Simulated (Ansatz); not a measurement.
Basis-set extrapolation for `CB1NCS1` (PBE0-D4/def2-TZVP geometry, frozen core, Ansatz). Multiplicity 1, RHF reference.

```tsv
	def2-TZVPP	def2-QZVPP
HF	-556.017956	-556.036444
MP2 correlation	-0.820811	-0.878808
CCSD(T) correlation	-0.903136	not run
```

Energies in hartree. Use E(X) = E(∞) + A·exp(−7.88·√X) for Hartree–Fock and E(X) = E(∞) + B·X^(−2.97) for correlation, with X = 3 and 4, and add CCSD(T) minus MP2 of the smaller set to the MP2 limit.

Task: What is the CCSD(T) energy at the basis-set limit?

Result: HF limit: -556.036444 + (-0.018488) × 0.13774 = -556.03899. MP2 limit: -0.878808 + (-0.057997) × 0.74074 = -0.92177. Higher-order term: -0.903136 − (-0.820811) = -0.08233. Total: -557.04309 hartree, 76.6 kcal/mol below CCSD(T)/def2-TZVPP.
